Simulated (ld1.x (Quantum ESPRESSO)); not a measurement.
# Varying the PAW potential for iridium

Base potential:

| Item | Value |
| --- | --- |
| Element | iridium (Ir) |
| Generator | ld1.x (Quantum ESPRESSO) 7.5 |
| Type | PAW |
| Functional | PBEsol |
| Relativity | scalar-relativistic |
| Frozen core | [Xe] 4f14 |
| Valence charge | 9 |
| Reference configuration | 5d6 6s0 6p0 (charge +3) |
| Partial waves | 6s (bound, empty): rcut 1.65, rcutus 1.90 bohr; 6s channel at 1.65 Ry: rcut 1.65, rcutus 1.90 bohr; 6p (bound, empty): rcut 2.30, rcutus 2.65 bohr; 6p channel at 0.35 Ry: rcut 2.30, rcutus 2.65 bohr; 5d (bound): rcut 1.25, rcutus 1.50 bohr; 5d channel at 0.85 Ry: rcut 1.25, rcutus 1.50 bohr |
| Local potential | all-electron potential smoothed inside 1.30 bohr (lloc = -2) |
| Core correction | Bessel-smoothed model core inside 1.00 bohr |
| Augmentation charge | PSQ, inside the norm-conserving radii |

Cutoffs, loose and tight: the cutoffs (Ry, on a coarse ladder) from which the occupation-weighted sum of valence levels, in a spherical-Bessel basis at the reference potential, stays within 10 and 1 mRy of its value at 400 Ry. They do not see the model core or the augmentation charge, which bear on the density cutoff. Test errors are all-electron minus pseudo excitation energies from the reference, over the configurations 5d7 6s2 6p0; 5d7 6s1 6p0; 5d7 6s0 6p0; 5d5 6s0 6p0; 5d7 6s0 6p2; 5d7.5 6s1.5 6p0; 5d6 6s2 6p0. A dash means not determined; rows that change the core or the reference have their own tests. The largest error is taken over the tests solved by every variant that gives reliable tests at all: 5d5 6s0 6p0; 5d7 6s0 6p0; 5d7 6s0 6p2.

A true bound ghost makes a file unfit for plane-wave use even where its test errors are small: the radial tests pick states by their node count and pass the ghost by. Where a test does run into it, the solver fails or the error is huge.

Cutoffs are not given where the Bessel-basis levels miss the radial ones by over 6 mRy, ghosts where they miss by over 20 mRy; a channel whose overlap is not positive is not tested.

A file whose overlap is not positive is unfit for use, and its test errors describe a broken file.

```csv
change,outcome,"cutoff, loose","cutoff, tight",bound ghosts,largest test error (meV)
base,generated,45 Ry,80 Ry,"s, p",-144
local potential all-electron potential smoothed inside 1.32 bohr (lloc = -2),generated,45 Ry,80 Ry,s,test run stopped at test 1 of 7 (negative rho)
local potential all-electron potential smoothed inside 1.56 bohr (lloc = -2),"generated, overlap not positive",–,–,"s (d not tested, overlap not positive)",test run stopped at test 1 of 7 (negative rho)
local potential all-electron potential smoothed inside 1.88 bohr (lloc = -2),"generated, overlap not positive",–,–,not determined (overlap not positive),-144
local potential all-electron potential smoothed inside 2.26 bohr (lloc = -2),"generated, overlap not positive",–,–,not determined (overlap not positive),-144
local potential all-electron potential smoothed inside 2.42 bohr (lloc = -2),generated,45 Ry,80 Ry,s,-144
local potential all-electron potential smoothed inside 2.72 bohr (lloc = -2),generated,45 Ry,80 Ry,s,test run stopped at test 1 of 7 (negative rho)
local potential all-electron potential smoothed inside 3.10 bohr (lloc = -2),"generated, overlap not positive",–,–,not determined (overlap not positive),-144
```

**Question.** What comes out with this change to the base: local potential all-electron potential smoothed inside 1.08 bohr (lloc = -2)?

**Answer.** outcome: generated, overlap not positive; bound ghosts: p (s not tested, overlap not positive); largest test error (meV): test run stopped at test 1 of 7 (negative rho). A file whose overlap is not positive is unfit for use, and its test errors describe a broken file.

Reading the sweep of the rcloc (base included, trends over the rows without a ghost): Bound ghosts are found at 1.08, 1.3, 1.32, 1.56, 2.42, 2.72 bohr. Every judged row has one, so this setting neither creates nor removes them.
